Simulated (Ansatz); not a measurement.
`CB(C)BN` + `[GeH3][S][GeH3]` → `NB[S][GeH3]` + `C[B](C)[GeH3]`  (redistribution)

Program: Ansatz. Geometries: PBE0-D4/def2-TZVP. ΔE: electronic, gas phase. CCSD(T)/CBS adds triple-zeta CCSD(T) − MP2 to the extrapolated MP2 energy (def2 sets, frozen cores). DFT in def2-TZVPP. For Ge outer-core shells are correlated without core-valence functions, which leaves a few kJ/mol of doubt a bond. Scalar relativity is left out up to krypton. Each species was taken in one conformer, which may not be the lowest.

```
         level  ΔE (kcal/mol)
       ωB97M-V           -9.6
        r2SCAN          -10.5
MP2/def2-TZVPP          -10.6
MP2/def2-QZVPP          -10.4
```

**Question.** What does CCSD(T)/CBS give? (Estimate.)

**Answer.** Computed: -10.0 kcal/mol. The listed levels differ from it by 0.4, -0.5, -0.6, -0.4 kcal/mol.

Largest T1 diagnostic among the species: 0.012.

In def2-TZVPP, CCSD(T) changes the Hartree–Fock value by −2.9 kcal/mol (the triples alone add −0.4 kcal/mol) and MP2 by −3.4 kcal/mol.
